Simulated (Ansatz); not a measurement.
Results of the Gaussian-basis code of Ansatz.

A structure relaxed at PBE0-D4/def2-TZVP, charge 0, multiplicity 2:

```
atom    x (Å)    y (Å)    z (Å)
 Si1  -0.5133   0.0765  -0.9726
  O2   0.4857   0.0191   0.3161
 Ga3   0.5197  -0.2438   2.0893
  H4  -0.4359   1.4161  -1.6146
  H5  -1.9291  -0.1747  -0.5777
  H6  -0.1153  -0.9545  -1.9683
  H7   1.9881  -0.1387   2.7278
```

Task: Give its formula and SMILES.

Result: GaH4OSi, `[SiH3][O][GaH]`.

Task: Point group (tolerance 0.08 Å, 0.16 Å for H)?

Result: Cs.

Task: Summarise the bond lengths by kind.

Result: 1 × O–Si 1.632 Å; 3 × H–Si 1.488 to 1.491 Å; 1 × Ga–O 1.793 Å; 1 × Ga–H 1.605 Å.
